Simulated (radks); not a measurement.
Task: All-electron atom: Gd3+ in [Kr] 4d10 4f7 5s2 5p5.75 5f0.25 (fractional occupations, a model configuration). Calculated with a radial shooting solver on a logarithmic mesh with Libxc functionals: Dirac Kohn-Sham, SOGGA, spin-unpolarised, spherical densities, point nucleus; open shells fill j = l - 1/2 first. Some entries of the table are withheld. Estimate them.

orbital  occ.  eigenvalue (eV)  <r> (bohr)
1s1/2       2        -50057.89     0.02191
2s1/2       2        -8283.548     0.09277
2p1/2       2        -7867.347     0.07747
2p3/2       4        -7171.887     0.08431
3s1/2       2        -1856.721      0.2441
3p1/2       2        -1676.370         (1)
3p3/2       4        -1533.727         (2)
3d3/2       4        -1222.203      0.2188
3d5/2       6        -1191.116      0.2229
4s1/2       2        -395.1820      0.5531
4p1/2       2              (3)      0.5650
4p3/2       4              (4)      0.5946
4d3/2       4        -177.6034      0.6305
4d5/2       6        -171.8622      0.6410
5s1/2       2              (5)       1.320
5p1/2       2         -56.7188         (6)
5p3/2    3.75         -52.1273         (7)
4f5/2       6              (8)      0.8435
4f7/2       1              (9)      0.8542
5f5/2    0.25         -10.0980       4.697
5f7/2       0         -10.0787       4.712

Result: 
(1) 3p1/2 <r> (bohr): 0.2337
(2) 3p3/2 <r> (bohr): 0.2468
(3) 4p1/2 eigenvalue (eV): -325.0009
(4) 4p3/2 eigenvalue (eV): -293.2268
(5) 5s1/2 eigenvalue (eV): -76.3845
(6) 5p1/2 <r> (bohr): 1.463
(7) 5p3/2 <r> (bohr): 1.546
(8) 4f5/2 eigenvalue (eV): -35.8867
(9) 4f7/2 eigenvalue (eV): -35.1239
